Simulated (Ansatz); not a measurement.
`[CH3][AlH][CH2][SiH2]F` + `N[SiH](O)O` → `O[SiH](O)N[SiH2]F` + `[CH3][AlH][CH3]`  (ligand exchange at the Si–C bond)

Gas-phase electronic energies from Ansatz, PBE0-D4/def2-TZVP geometries. CBS: MP2 limit from def2 TZ/QZ plus the TZ coupled-cluster correction, frozen cores. This one scheme is used for every species. Functionals use def2-TZVPP. B3LYP here is the variant with VWN-RPA as its local correlation; programs differ in this. Each species was taken in one conformer, which may not be the lowest.

`[CH3][AlH][CH2][SiH2]F`:

Z-matrix (Å, degrees):
```
C
Al 1 1.948
H 1 1.096 2 110.2
H 1 1.095 2 111.4 3 117.5
H 1 1.093 2 113.2 3 -120.4
C 2 1.960 1 120.7 3 115.0
H 2 1.590 1 120.8 3 -65.1
Si 6 1.838 2 116.0 1 -77.9
H 6 1.096 2 108.7 1 159.2
H 6 1.098 2 107.2 1 42.2
F 8 1.605 6 111.8 2 178.8
H 8 1.486 6 111.3 2 -62.1
H 8 1.486 6 111.0 2 59.9
```

`N[SiH](O)O`:

Cartesian coordinates in Å:
```
N -0.606 1.076 0.238
Si 0.115 -0.478 0.291
O 1.728 -0.268 0.086
O -0.640 -1.399 -0.835
H -1.611 1.159 0.217
H -0.198 1.833 0.763
H 0.003 -1.259 1.537
H 2.005 0.335 -0.605
H -0.796 -0.998 -1.692
```

`O[SiH](O)N[SiH2]F`:

Z-matrix (Å, degrees):
```
Si
O 1 1.636
N 1 1.728 2 106.0
O 1 1.636 2 116.1 3 -121.8
H 1 1.471 2 106.1 3 122.6
H 2 0.960 1 119.1 3 47.6
Si 3 1.707 1 125.7 2 13.2
H 3 1.010 1 117.3 2 -161.5
H 4 0.958 1 118.5 2 66.7
F 7 1.610 3 109.7 1 -63.0
H 7 1.477 3 112.5 1 53.4
H 7 1.481 3 109.0 1 179.1
```

`[CH3][AlH][CH3]`:

Z-matrix (Å, degrees):
```
C
Al 1 1.954
H 1 1.092 2 113.4
H 1 1.095 2 111.1 3 121.8
H 1 1.096 2 110.4 3 -120.9
C 2 1.954 1 121.2 3 -176.1
H 2 1.595 1 120.2 3 4.5
H 6 1.096 2 110.5 1 -117.3
H 6 1.093 2 113.4 1 3.7
H 6 1.095 2 111.0 1 125.4
```

Is it downhill or uphill in electronic energy at CCSD(T)/CBS, and by how much? (Estimate.)

The calculation gave: Downhill: ΔE = -13.3 kcal/mol.

What do these levels give: PBE-D4, B3LYP-D4, ωB97X-V, ωB97M-V, r2SCAN, PBE0, B3LYP, HF/def2-TZVPP, MP2/def2-TZVPP, CCSD/def2-TZVPP, CCSD(T)/def2-TZVPP, HF/CBS(def2)? (Estimate.)

Ansatz gave: PBE-D4 -12.0, B3LYP-D4 -14.2, ωB97X-V -13.5, ωB97M-V -13.6, r2SCAN -13.1, PBE0 -12.0, B3LYP -13.5, HF/def2-TZVPP -15.0, MP2/def2-TZVPP -13.5, CCSD/def2-TZVPP -13.6, CCSD(T)/def2-TZVPP -13.5, HF/CBS(def2) -15.1 kcal/mol.

Largest T1 diagnostic among the species: 0.012.

The D4 term adds −0.7 kcal/mol with B3LYP and −0.4 kcal/mol with PBE0; it sums over pairs of atoms, weighted by their polarisabilities, and B3LYP, whose exchange is more repulsive, gets the larger term. In def2-TZVPP, CCSD(T) changes the Hartree–Fock value by +1.6 kcal/mol (the triples alone add +0.2 kcal/mol) and MP2 by +1.5 kcal/mol.
